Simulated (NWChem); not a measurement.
System: PbHI, singlet; SMILES [I][PbH]

Here is an NWChem input.

```
start job
memory heap 200 mb stack 900 mb global 1100 mb
geometry units angstroms noautoz
  Pb     0.039632    -1.126160     0.000000
  H     -1.837191    -1.254148     0.000000
  I      0.002555     1.726346     0.000000
end
basis spherical
  * library def2-tzvp
end
ecp
  I library def2-ecp
  Pb library def2-ecp
end
dft
  xc pw6b95
  iterations 150
  mulliken
end
task dft energy
```

Low-valent species are run as closed-shell singlets; no triplet was tried in these runs. Geometry: optimised at PBE-D3(BJ)/def2-SVP. def2 effective core potentials on I, Pb; no spin-orbit coupling.

### Question
What results follow from this input? (PW6B95/def2-TZVP with def2 effective core potentials on I, Pb.) Quantities: energy (Ha); highest occupied level (eV); orbital gap (eV); dipole (D).

### Answer
The energy (Ha) is -491.50 and the highest occupied level (eV) is -6.81. The orbital gap (eV) comes out as 3.71 and the dipole (D) comes out as 3.69.
